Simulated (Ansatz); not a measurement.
Reaction (ligand exchange at the Si–C bond): `C[SiH](S)C=O` + CH₃OH → `CO[SiH](C)S` + `C=O`

Gas-phase electronic energies from Ansatz, PBE0-D4/def2-TZVP geometries. CBS: MP2 limit from def2 TZ/QZ plus the TZ coupled-cluster correction, frozen cores. This one scheme is used for every species. DFT in def2-TZVPP. B3LYP here is the variant with VWN-RPA as its local correlation; programs differ in this. Each species was taken in one conformer, which may not be the lowest.

`C[SiH](S)C=O`:

```xyz
11

C     0.028   -1.331    0.757
Si   -0.472    0.386    0.262
S     0.677    1.945    1.174
C    -0.264    0.580   -1.641
O     0.254   -0.276   -2.314
H    -0.029   -1.457    1.839
H     1.051   -1.535    0.432
H    -0.626   -2.065    0.279
H    -1.873    0.726    0.629
H     1.853    1.495    0.703
H    -0.599    1.531   -2.121
```

CH₃OH:

```xyz
6

C     0.202    0.272    0.110
O    -0.169   -1.074   -0.081
H     1.153    0.269    0.643
H    -0.526    0.825    0.716
H     0.346    0.805   -0.839
H    -1.006   -1.096   -0.548
```

`CO[SiH](C)S`:

Z-matrix (Å, degrees):
```
C
O 1 1.408
H 1 1.095 2 111.1
H 1 1.097 2 111.5 3 121.5
H 1 1.091 2 108.3 3 -119.3
Si 2 1.640 1 123.7 3 -63.3
S 6 2.147 2 112.5 1 57.5
C 6 1.850 2 106.7 1 176.3
H 6 1.489 2 109.2 1 -60.4
H 7 1.342 6 94.4 2 -88.7
H 8 1.092 6 110.7 2 174.2
H 8 1.092 6 110.2 2 53.8
H 8 1.092 6 110.5 2 -65.7
```

`C=O`:

Z-matrix (Å, degrees):
```
C
O 1 1.195
H 1 1.109 2 122.0
H 1 1.109 2 122.0 3 -180.0
```

```csv
level,ΔE (kJ/mol),difference from CCSD(T)/CBS
PBE-D4,-102.2,16.0
r2SCAN-D4,-115.0,3.2
PBE0-D4,-109.3,8.9
B3LYP-D4,-117.0,1.2
ωB97X-V,-117.5,0.7
ωB97M-V,-117.9,0.3
B2PLYP,-119.5,-1.3
PBE,-100.6,17.6
r2SCAN,-114.5,3.7
PBE0,-107.9,10.3
B3LYP,-114.6,3.6
HF/def2-TZVPP,-131.4,-13.2
MP2/def2-TZVPP,-123.7,-5.5
SCS-MP2/def2-TZVPP,-124.1,-5.9
CCSD/def2-TZVPP,-121.6,-3.4
CCSD(T)/def2-TZVPP,-119.6,-1.4
HF/def2-QZVPP,-132.4,-14.2
MP2/def2-QZVPP,-123.2,-5.0
SCS-MP2/def2-QZVPP,-123.6,-5.4
HF/CBS(def2),-132.5,-14.3
MP2/CBS(def2),-122.3,-4.1
CCSD/CBS(def2),-120.2,-2.0
CCSD(T)/CBS,-118.2,0
```

Largest T1 diagnostic among the species: 0.015.

In def2-TZVPP, CCSD(T) changes the Hartree–Fock value by +11.9 kJ/mol (the triples alone add +2.1 kJ/mol) and MP2 by +7.8 kJ/mol. From PBE to PBE0 (25 % exact exchange), in def2-TZVPP and without D4, ΔE moves by −7.3 kJ/mol.
